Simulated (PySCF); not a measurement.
Dissociation curve of SMILES [OH2+][AlH3-]. The Al1–O5 bond (Al1 also carries H, H, H; O5 carries H, H) is stretched with both fragments frozen at the PBE0/def2-TZVP optimised geometry.

Computed with CCSD(T) on UHF/cc-pVDZ, 6 core orbitals frozen run with PySCF.

Q: Relative to R = 2.11 Å, what are the energies at R = 1.92, 2.34, 4.02, 6.05 Å?

A: 2.7 kcal/mol at 1.92 Å, 2.8 kcal/mol at 2.34 Å, 23.4 kcal/mol at 4.02 Å, 27.3 kcal/mol at 6.05 Å.
